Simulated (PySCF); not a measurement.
Identify the unknown among the candidates.

All candidates are C4H9PSi2.

| technique | computed result |
| --- | --- |
| NMR, other nuclei | isotropic shieldings of nuclei other than C and H, by class: 400 (1 Si), 436 (1 Si), 625 (1 P) ppm [GIAO PBE0/pcSseg-1] |
| Polarisability | 132.5 au [B3LYP/def2-SVPD] |
| UV, first state | lowest singlet excitation: 4.53 eV (274 nm, f = 0.014) [TDDFT B3LYP/def2-SVPD] |
| Dipole | 0.60 D [B3LYP/def2-SVPD] |
| Rotational structure | rotational constants A, B, C: 1.247, 1.223, 0.708 GHz [GFN2-xTB] |
| 13C NMR | chemical shifts (computed TMS as zero) by class: 161.6 (1 C), 146.9 (1 C), 93.8 (1 C), 91.5 (1 C) ppm [GIAO PBE0/pcSseg-1] |

The electronic properties come from PySCF, for the isolated species, density fitting. Levels stand in brackets. Isolated species at its GFN2-xTB geometry (one conformer only). NMR classes are plain means over equivalent atoms (diastereotopic ones count apart unless rotation or inversion swaps them), as if these changed places fast.

Problem. Which candidate is it?
A. `C#CC1(C)[SiH2]P[SiH2]1`
B. `C#C/C([SiH3])=C\[SiH2]P`
C. `C#CC(=C)[SiH2]P[SiH3]`
D. `C#C/C(=C/[SiH3])[SiH2]P`

Solution. D. It is `C#C/C(=C/[SiH3])[SiH2]P`. Numbering: `[CH:1]#[C:2]/[C:3](=[CH:4]/[SiH3:5])[SiH2:6][PH2:7]`. 4 carbons fall into 4 classes; from least to most shielded: alkene CH carbon [C4] (161.6 ppm), fully substituted alkene carbon [C3] (146.9 ppm), terminal alkyne carbon [C1] (93.8 ppm), alkyne carbon [C2] (91.5 ppm). The other shieldings belong to: 400 ppm, SiH2 silicon [Si6]; 436 ppm, SiH3 silicon [Si5]; 625 ppm, three-coordinate phosphorus [P7]. The optimised geometry has point group C1 and is an asymmetric top.

The others, at the same levels:
- `C#C/C([SiH3])=C\[SiH2]P` fails: its computed 13C shifts are 166.7 (1 C), 145.7 (1 C), 104.6 (1 C), 87.5 (1 C) ppm, lowest singlet excitation is 4.31 eV (287 nm, f = 0.088) (against 4.53 eV) and rotational constant A is 2.341 GHz (against 1.247 GHz).
- `C#CC(=C)[SiH2]P[SiH3]` fails: its computed 13C shifts are 152.1 (1 C), 130.0 (1 C), 93.2 (1 C), 87.9 (1 C) ppm, lowest singlet excitation is 4.81 eV (258 nm, f = 0.001) (against 4.53 eV) and rotational constant A is 2.869 GHz (against 1.247 GHz).
- `C#CC1(C)[SiH2]P[SiH2]1` fails: its computed 13C shifts are 93.8 (1 C), 78.9 (1 C), 25.9 (1 C), 18.4 (1 C) ppm, lowest singlet excitation is 4.77 eV (260 nm, f = 0.017) (against 4.53 eV) and static isotropic polarisability is 125.2 au (against 132.5 au).

Each candidate is one conformer, not necessarily the lowest. Dipoles, sizes and rotational constants follow the conformer. The torsions of the flexible species, by atom-mapped SMILES:
- `[CH:1]#[C:2]/[C:3](=[CH:4]/[SiH3:5])[SiH2:6][PH2:7]`: C2–C3–Si6–P7 101°, H–P7–Si6–C3 -73°, H–P7–Si6–C3 -166°
- `[CH:1]#[C:2]/[C:3]([SiH3:4])=[CH:5]\[SiH2:6][PH2:7]`: C3–C5–Si6–P7 70°, H–P7–Si6–C5 47°, H–P7–Si6–C5 -46°
- `[CH:1]#[C:2][C:3](=[CH2:4])[SiH2:5][PH:6][SiH3:7]`: C2–C3–Si5–P6 178°, C3–Si5–P6–Si7 -81°
